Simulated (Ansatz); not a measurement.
```yaml
crystal:
  periodic: [false, false, false]
  atoms:
    - {symbol: B, position_ang: [-0.927703, -0.018190, 1.287213]}
    - {symbol: N, position_ang: [0.031400, -0.167861, 0.236356]}
    - {symbol: B, position_ang: [1.243118, -0.898377, 0.447793]}
    - {symbol: Si, position_ang: [-0.244625, 0.619823, -1.299904]}
    - {symbol: F, position_ang: [0.362000, 2.094359, -1.245800]}
    - {symbol: H, position_ang: [-0.729051, -0.545655, 2.339730]}
    - {symbol: H, position_ang: [-1.913414, 0.633760, 1.092564]}
    - {symbol: H, position_ang: [2.046044, -0.970304, -0.438048]}
    - {symbol: H, position_ang: [1.432761, -1.423299, 1.503096]}
    - {symbol: H, position_ang: [0.461903, -0.119718, -2.365016]}
    - {symbol: H, position_ang: [-1.697234, 0.738463, -1.537482]}
basis:
  gaussian: {orbitals: "6-311G**"}
magnetization: {spin_polarized: true, initial_magnetization: 2}
hamiltonian: {xc: {name: B3LYP5}}
```

```sh
$ ansatz run in.yaml --threads 4 --pin off --events-out ev --progress --plain --max-ram 10444MiB
```

It prints (some lines left out):

```
Error: <dir> can't be read: No such file or directory (os error 2)
```
